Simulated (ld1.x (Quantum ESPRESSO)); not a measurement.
Before and after: TM potential for antimony

```
Element                 : Sb
Generator               : ld1.x (Quantum ESPRESSO) 7.5
Type                    : norm-conserving Troullier–Martins (Kleinman–Bylander form)
Functional              : PBE
Relativity              : fully relativistic
Frozen core             : [Kr] 4d10
Valence charge          : 5
Reference configuration : 5s1.5 5p3.5
Partial waves           : 5p (bound): rc 2.55 bohr; 5d channel at -0.1 Ry: rc 2.15 bohr; 5s (bound): rc 1.85 bohr
Local potential         : the s channel
Core correction         : a·sin(br)/r model core inside 1.15 bohr
```

Open shells are filled in proportion to 2j + 1 (rel_dist='average').

Change: type RRKJ.

Cutoffs: the cutoffs (Ry, on a coarse ladder) from which the occupation-weighted sum of valence levels, in a spherical-Bessel basis at the reference potential, stays within 10 and 1 mRy of its value at 400 Ry; they do not see the model core or the augmentation charge, which bear on the density cutoff. Errors are all-electron minus pseudo energies relative to the spin-unpolarised reference configuration.

Question: What does the change do?

Answer: The potential gets neither clearly harder nor softer (21 Ry and 35 Ry → 21 Ry and 35 Ry); both files keep a bound ghost (d); of the 7 tests that both files solve, the error grows in 6 and shrinks in 1 by more than 15 % and 0.3 meV (median size 2.5 → 4.6 meV).

```csv
quantity,base,changed
"cutoff, loose",21 Ry,21 Ry
"cutoff, tight",35 Ry,35 Ry
loose cutoff by channel (10 mRy a level),"p 8 Ry, s 12 Ry","p 15 Ry, s 12 Ry"
bound ghosts,"d3/2, d5/2","d3/2, d5/2"
"error for 5s2 5p3, meV [ΔE -4.02 eV]",-2.4,-4.3
"error for 5s2 5p2, meV [ΔE 4.32 eV]",-1.9,-3.8
"error for 5s2 5p1, meV [ΔE 20.31 eV]",-22,-17
"error for 5s1 5p4, meV [ΔE 4.07 eV]",-2.5,-4.6
"error for 5s2 5p2.5, meV [ΔE -0.75 eV]",-1.4,-3.5
"error for 5s1 5p3, meV [ΔE 13.02 eV]",-9.7,-12
"error for 5s2 5p3.3, meV [ΔE -5.18 eV]",-2.8,-4.7
s: phases at 2.75 bohr within 0.05 rad from the reference energy up to (Ry; the scan ends near 5),2.0,2.0
p1/2: phases at 2.75 bohr within 0.05 rad from the reference energy up to (Ry; the scan ends near 5),3.1,3.3
p3/2: phases at 2.75 bohr within 0.05 rad from the reference energy up to (Ry; the scan ends near 5),3.0,3.3
d3/2: phases at 2.75 bohr within 0.05 rad from the reference energy up to (Ry; the scan ends near 5),0.6,0.6
d5/2: phases at 2.75 bohr within 0.05 rad from the reference energy up to (Ry; the scan ends near 5),0.6,0.6
```

 A true bound ghost makes a file unfit for plane-wave use even where its test errors are small: the radial tests pick states by their node count and pass the ghost by.
